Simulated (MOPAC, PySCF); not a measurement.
C2H3F3, SMILES `CC(F)(F)F`, neutral singlet in the gas phase. 

Cartesian coordinates (Å):
```xyz
8

C     -0.7988    -0.0795     0.0496
C      0.6925     0.0689    -0.0430
F      1.2343    -0.8271    -0.8957
F      1.2904    -0.1131     1.1540
F      1.0488     1.2959    -0.4801
H     -1.0390    -1.0798     0.4046
H     -1.2371     0.0748    -0.9345
H     -1.1911     0.6599     0.7451
```
Charge 0, spin multiplicity 1.

All levels are single points at this geometry (B3LYP-D3(BJ)/def2-TZVP); Pople sets use spherical d functions. Orbital energies aren't observables, and empty levels follow the basis.

HF/6-31G* in PySCF gives dipole (D) = 2.44.

Question: Estimate the dipole (D) from each of these levels: ωB97X-D3(BJ)/def2-TZVP in PySCF; B3LYP/6-311+G** in PySCF; BP86/6-31G* in PySCF; HF/STO-3G in PySCF; PM7 in MOPAC.

Answer: 
```tsv
level	dipole (D)
ωB97X-D3(BJ)/def2-TZVP in PySCF	2.34
B3LYP/6-311+G** in PySCF	2.54
BP86/6-31G* in PySCF	1.93
HF/STO-3G in PySCF	1.60
PM7 in MOPAC	2.50
```
